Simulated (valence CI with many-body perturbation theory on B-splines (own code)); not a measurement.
**Missing levels of Hf40+**

Method: relativistic CI+MBPT: four valence electrons over a frozen Dirac-Fock core [Ar] 3d10, radial functions for each j: 11 s, 11 p, 9 d, 7 f, 5 g, 2 h, 1 i, with the one-electron correlation potential Σ1, the two-electron term Σ2, the three-electron term Σ3, Breit, model QED; selected CI, second order for the rest (own B-spline code, finite nucleus).

The last digits are not significant, and no measured levels were compared; by estimate large intervals hold to a few tenths of a per cent, small ones and those within an open d or f shell to about a per cent.

```csv
Level,E (cm⁻¹)
(4s^2 4p1/2^2) J=0,0
(4s^2 4p1/2 4p3/2) J=1,633400
(4s^2 4p1/2 4p3/2) J=2,?
(4s^2 4p3/2^2) J=2,1325000
(4s 4p1/2^2 4p3/2) J=2,1367600
(4s^2 4p3/2^2) J=0,1397000
(4s 4p1/2^2 4p3/2) J=1,1481200
(4s^2 4p1/2 4d3/2) J=2,1811300
(4s 4p1/2 4p3/2^2) J=2 [a],?
(4s^2 4p1/2 4d3/2) J=1,1950200
(4s^2 4p1/2 4d5/2) J=3,1985200
(4s^2 4p1/2 4d5/2) J=2,?
(4s 4p1/2 4p3/2^2) J=3,?
(4s 4p1/2 4p3/2^2) J=0,2094800
(4s 4p1/2 4p3/2^2) J=1 [a],?
(4s 4p1/2 4p3/2^2) J=2 [b],2171300
(4s 4p1/2 4p3/2^2) J=1 [b],2182500
(4s 4p1/2^2 4d3/2) J=1,?
(4s^2 4p3/2 4d3/2) J=2,2569100
(4s^2 4p3/2 4d3/2) J=1,2577300
```

Levels are named by their leading jj configuration (3d3/2^4 stands for four electrons in 3d with j = 3/2), which in mixed levels can hold well under half, so a name can repeat and another be missing. Letters in brackets count levels of one name in rising energy.

(1) The levels stand in rising order. What does the calculation give for the missing energies?

Answers

(1) (4s^2 4p1/2 4p3/2) J=2 666550; (4s 4p1/2 4p3/2^2) J=2 [a] 1935200; (4s^2 4p1/2 4d5/2) J=2 2072000; (4s 4p1/2 4p3/2^2) J=3 2090200; (4s 4p1/2 4p3/2^2) J=1 [a] 2147800; (4s 4p1/2^2 4d3/2) J=1 2555800.
